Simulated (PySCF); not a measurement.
## Correlation energy of F⁻ (fluorine, charge -1)

[Ne], closed-shell 1S. All numbers are calculated (PySCF 2.14, the spin-free X2C one-electron Hamiltonian (Gaussian nucleus), in x2c-TZVPPall with one added diffuse shell each of s, p, d type (6s4p3d1f, 40 functions)). Frozen: 1s2; 8 electrons correlated.

```csv
level,correlation energy (mhartree)
CCSD,-282.29
(T),-9.58
CCSD(T),-291.87
CCSDT,-291.91
```

Diagnostics: T1 = 0.021, D1 = 0.0347, largest double amplitude 0.036.

Cost of the coupled-cluster step: roughly 0.19 core-seconds, for 8 correlated electrons.

Iterations:

```
CC2 = 0
CCSD nocc = 4, nmo = 39
frozen orbitals [0]
max_cycle = 100
direct = 0
conv_tol = 1e-08
conv_tol_normt = 1e-06
diis_space = 8
diis_start_cycle = 0
Init t2, MP2 energy = -99.8304494409209  E_corr(MP2) -0.287986961238054
Init E_corr(CCSD) = -0.28798696124348
cycle = 1  E_corr(CCSD) = -0.273420769282136  dE = 0.014566192  norm(t1,t2) = 0.0638844
cycle = 2  E_corr(CCSD) = -0.283485613831468  dE = -0.0100648445  norm(t1,t2) = 0.0291525
cycle = 3  E_corr(CCSD) = -0.281862910341717  dE = 0.00162270349  norm(t1,t2) = 0.0225961
cycle = 4  E_corr(CCSD) = -0.282191563674636  dE = -0.000328653333  norm(t1,t2) = 0.00489813
cycle = 5  E_corr(CCSD) = -0.28233385955148  dE = -0.000142295877  norm(t1,t2) = 0.000629742
cycle = 6  E_corr(CCSD) = -0.282304059411325  dE = 2.98001402e-05  norm(t1,t2) = 0.000238757
cycle = 7  E_corr(CCSD) = -0.282284686235951  dE = 1.93731754e-05  norm(t1,t2) = 5.53556e-05
cycle = 8  E_corr(CCSD) = -0.282284924095088  dE = -2.37859137e-07  norm(t1,t2) = 1.86387e-05
cycle = 9  E_corr(CCSD) = -0.282285247541686  dE = -3.23446598e-07  norm(t1,t2) = 1.80757e-06
cycle = 10  E_corr(CCSD) = -0.282285071992199  dE = 1.75549487e-07  norm(t1,t2) = 3.82803e-07
cycle = 11  E_corr(CCSD) = -0.282285077740829  dE = -5.74862941e-09  norm(t1,t2) = 8.18363e-08
CCSD converged
E(CCSD) = -99.82474755742371  E_corr = -0.2822850777408289
CCSD(T) correction = -0.00957968493457464
```
